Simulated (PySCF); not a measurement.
Job file and geometry (Å, from GFN2-xTB) of an NMR shielding run on SMILES CC[C@@H]([SiH3])C#C[SiH2]F, C5H11FSi2, GIAO PBE0/pcSseg-1 NMR shielding, non-relativistic, gas phase in PySCF 2.14.0, density-fitted response routines; density fitting, a coarse starting grid and PySCF grid level 2 are the driver's defaults:

```
$ OMP_NUM_THREADS=1 python probes_run.py task.json out

{"job": {"kind": "nmr", "xc": "PBE0", "basis": "pcSseg-1"}, "charge": 0, "multiplicity": 1}
C     -1.736508     1.654328    -0.561779
C     -1.557589     0.180147    -0.907350
C     -0.820856    -0.584009     0.200959
Si    -0.712542    -2.467126    -0.164788
C      0.512509    -0.068136     0.374676
C      1.641139     0.347153     0.483449
Si     3.348647     0.994614     0.659730
F      4.308760     0.113521    -0.292845
H     -0.767555     2.125470    -0.408654
H     -2.320117     1.766654     0.350466
H     -2.252914     2.175208    -1.365274
H     -0.993810     0.092955    -1.838780
H     -2.537141    -0.278087    -1.064761
H     -1.363494    -0.438597     1.143207
H      0.026151    -2.666736    -1.409822
H     -0.039828    -3.118331     0.958197
H     -2.085410    -2.963152    -0.299599
H      3.869518     0.790335     2.005066
H      3.471235     2.353039     0.145604
```

Task: Write the output of this run.

Result: 
```
coarse grid: 16584 points
cycle   1  E = -875.2017208755  dE =  6.170e-01  |g| = 6.618e-01  |ddm| = 4.174e+00
cycle   2  E = -875.1455280818  dE =  5.619e-02  |g| = 9.082e-01  |ddm| = 1.428e+00
cycle   3  E = -875.2882948241  dE = -1.428e-01  |g| = 8.918e-02  |ddm| = 8.550e-01
cycle   4  E = -875.2895185197  dE = -1.224e-03  |g| = 3.845e-02  |ddm| = 1.224e-01
cycle   5  E = -875.2897934810  dE = -2.750e-04  |g| = 2.056e-02  |ddm| = 5.211e-02
cycle   6  E = -875.2898896143  dE = -9.613e-05  |g| = 4.925e-03  |ddm| = 1.820e-02
cycle   7  E = -875.2898956473  dE = -6.033e-06  |g| = 5.301e-04  |ddm| = 5.638e-03
final grid: 150592 points
cycle   8  E = -875.3424058170  dE = -4.027e-05  |g| = 6.873e-03  |ddm| = 6.117e-02
cycle   9  E = -875.3424003517  dE =  5.465e-06  |g| = 8.205e-03  |ddm| = 1.601e-02
cycle  10  E = -875.3424177646  dE = -1.741e-05  |g| = 1.578e-03  |ddm| = 9.017e-03
cycle  11  E = -875.3424183480  dE = -5.834e-07  |g| = 4.368e-04  |ddm| = 1.506e-03
cycle  12  E = -875.3424183925  dE = -4.455e-08  |g| = 8.024e-05  |ddm| = 3.801e-04
cycle  13  E = -875.3424183939  dE = -1.367e-09  |g| = 2.817e-05  |ddm| = 1.175e-04
cycle  14  E = -875.3424183941  dE = -1.826e-10  |g| = 4.324e-06  |ddm| = 3.333e-05
converged SCF energy = -875.3424183941

GIAO shielding tensors (ppm)
atom      isotropic    diamagn.    paramagn.     s11        s22        s33       span
  0 C      169.695     247.249     -77.553    154.197    168.135    186.753     32.556
  1 C      157.883     248.509     -90.627    149.978    151.943    171.728     21.750
  2 C      167.723     250.461     -82.738    155.615    169.094    178.460     22.845
  3 Si     409.108     879.753    -470.645    381.178    385.269    460.877     79.699
  4 C       65.444     272.045    -206.601    -36.240    -29.741    262.315    298.555
  5 C      101.254     260.704    -159.450     20.161     26.423    257.178    237.018
  6 Si     380.088     879.763    -499.675    340.843    359.201    440.221     99.378
  7 F      385.151     468.154     -83.003    355.058    373.618    426.777     71.719
  8 H       29.870      31.088      -1.218     24.715     30.359     34.536      9.821
  9 H       30.922      29.968       0.953     27.047     28.519     37.200     10.153
 10 H       30.454      28.315       2.139     25.705     27.484     38.174     12.469
 11 H       30.178      32.265      -2.087     25.815     29.906     34.812      8.997
 12 H       30.174      31.216      -1.042     24.218     30.121     36.183     11.965
 13 H       29.852      31.754      -1.902     26.895     27.664     34.997      8.101
 14 H       27.776      29.290      -1.514     24.754     26.407     32.168      7.413
 15 H       27.564      28.847      -1.283     24.074     25.779     32.838      8.764
 16 H       27.777      29.057      -1.280     24.149     25.824     33.358      9.209
 17 H       26.551      28.819      -2.268     23.111     25.030     31.512      8.401
 18 H       26.523      29.381      -2.858     23.045     25.258     31.268      8.224
```

Task: Turn these shieldings into chemical shifts. Referencing at the same level of theory: 13C (186.93 ppm), 29Si (349.16 ppm), 1H (31.72 ppm) against TMS; 19F (170.95 ppm) vs CFCl3.

Result: Averaging equivalent atoms: C 4: 121.5; C 5: 85.7; C 1: 29.0; C 2: 19.2; C 0: 17.2; Si 6: -30.9; Si 3: -59.9; F 7: -214.2; H 18: 5.19; H 17: 5.17; H 14/15/16: 4.01; H 13: 1.86; H 12: 1.54; H 11: 1.54; H 8/9/10: 1.30 ppm. Unscaled 19F shifts against computed CFCl3 carry errors that often reach 10 to 50 ppm.

Size and cost of the density-fitted run: 205 basis functions, 66 s wall time on 1 thread of an Arm Neoverse N1, shared host; peak memory 0.92 GiB.
